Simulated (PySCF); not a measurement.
Diatomics of F with group 4

PBE0 with triple-zeta basis sets in PySCF, for the lowest determinant that a PBE0 search found; no spin–orbit coupling. De refers to high-spin ground-configuration atoms. A positive dipole means M(−)F(+).

```json
{"M": "Ti", "basis": "x2c-TZVPPall", "state (unpaired electrons)": "quartet (σ ↑, δ ↑↑)", "Re (Å)": "1.770", "ωe (cm⁻¹)": "714", "De (eV)": "n/a", "μ (D)": "-3.07"}
{"M": "Zr", "basis": "def2-TZVPP", "state (unpaired electrons)": "quartet (σ ↑, δ ↑↑)", "Re (Å)": "1.877", "ωe (cm⁻¹)": "664", "De (eV)": "n/a", "μ (D)": "-3.12"}
{"M": "Hf", "basis": "x2c-TZVPPall", "state (unpaired electrons)": "doublet (δ ↑)", "Re (Å)": "1.829", "ωe (cm⁻¹)": "711", "De (eV)": "n/a", "μ (D)": "-1.56"}
```

The shortest bond is that of TiF (1.770 Å), the longest that of ZrF (1.877 Å).

The rows differ in basis set, which adds steps of its own.

The state changes along the series, so neighbouring rows are not always alike in their bonding.

De is left out where the level can put another filling of the metal’s s and d shells below the measured ground configuration, by anything from nothing to about 1 eV. These are scalar-relativistic numbers at best; spin–orbit coupling would shift them, the dissociation energy most. The state is the lowest single determinant that the PBE0 search found; with open d or f shells the true ground state can be another one.
